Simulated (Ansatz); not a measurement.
Input for Ansatz (an electronic-structure program): R-B3LYP/def2-TZVPPD on C2H5F (a complex), monomers drawn apart or pushed together. Files ending in .json are basis or fitting sets from the Basis Set Exchange.

Ansatz 0.2 input:
```yaml
crystal:
  periodic: [false, false, false]
  atoms:
    - {symbol: F, position_ang: [-0.23388643, 0.85647079, 0.58511113]}
    - {symbol: H, position_ang: [-0.16839628, 0.55535679, 1.46867864]}
    - {symbol: C, position_ang: [-0.52051173, 0.14029092, 3.95746496]}
    - {symbol: C, position_ang: [0.52159970, -0.61366057, 3.62470504]}
    - {symbol: H, position_ang: [-0.39786172, 1.15993372, 4.30219343]}
    - {symbol: H, position_ang: [-1.53481942, -0.23676184, 3.90650978]}
    - {symbol: H, position_ang: [0.39951627, -1.63631444, 3.28877917]}
    - {symbol: H, position_ang: [1.53651350, -0.23957695, 3.68451601]}
basis:
  gaussian:
    orbitals: def2-TZVPPD.json
hamiltonian:
  xc: {name: B3LYP}
scf: {lower_state_search: off}
```

Output:

```
WARN ansatz: RAYON_NUM_THREADS=2 ignored (pool sized by the plan → 2); use --threads N
Functional definition: B3LYP
these checks for a lower state are left out or cut short: stability, starts, cluster_reference, orbital_swaps, neighbouring_geometries, increment
integrals: 0.07 GiB planned
840 factors; their error is unknown
mean field: 0.78 GiB planned
mean field evaluation 1: about -4867.2074 eV, gradient 5.9e1 eV
mean field evaluation 2: about -4862.5472 eV, gradient 7.7e1 eV
mean field evaluation 4: about -4874.2619 eV, gradient 3.7e0 eV
mean field evaluation 8: about -4874.2883 eV, gradient 2.7e-2 eV
mean field evaluation 16: about -4874.2814 eV, gradient 3.3e-5 eV
mean field -4874.28141948 eV, -179.1265382594 hartree, gradient 1.1e-6 eV, S^2 0.000000; 0 other end points of the search recorded, 0 dependent functions left out
reference -4874.28167972 eV, -179.1265478231 hartree; 13, 13 occupied and 186, 186 virtual orbitals, 840 factors
Total energy: -4874.28167972 eV, -179.1265478231 hartree
Checks for a lower state left out: stability, starts, cluster_reference, orbital_swaps, neighbouring_geometries, increment
```

Self-consistency was reached.

Cost: roughly 1.4 core-seconds.
